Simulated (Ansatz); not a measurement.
This geometry of ClH3Sn + H (6 atoms, charge 0, multiplicity 2) is a first-order saddle point.

Computed with Ansatz, UKS PBE0/def2-SVP.

```xyz
6
Properties=species:S:1:pos:R:3
Sn -0.054 0.000 -0.037
H 0.014 0.000 1.690
Cl 2.181 0.000 -0.791
H -0.768 1.421 -0.661
H -0.768 -1.421 -0.661
H 0.029 0.000 3.440
```

Question: Which two structures does it join? (They come from a converged band through this point; their orientation in space is the band's.)

Answer: Bonds broken: Sn1–H2. Bonds formed: H2–H6. ClH3Sn + H becomes ClH2Sn + H2.

Initial state:

```xyz
6
Properties=species:S:1:pos:R:3
Sn -0.059 0.000 -0.254
H -0.021 0.000 1.452
Cl 2.190 0.000 -0.968
H -0.763 1.419 -0.893
H -0.763 -1.419 -0.893
H 0.049 0.000 4.536
```

Final state:

```xyz
6
Properties=species:S:1:pos:R:3
Sn -0.036 0.000 -0.521
H 0.030 0.000 3.212
Cl 2.196 0.000 -1.318
H -0.756 1.430 -1.182
H -0.756 -1.430 -1.182
H -0.045 0.000 3.970
```

Question: How far does it lie above each of them?

Answer: 2.6 kJ/mol above the first and 120.6 kJ/mol above the second. This is the barrier of this one path; another mechanism may lie lower.

Run time: 2.2 min on 1 thread of Arm Neoverse V1, on a shared host, peak memory 0.17 GiB.
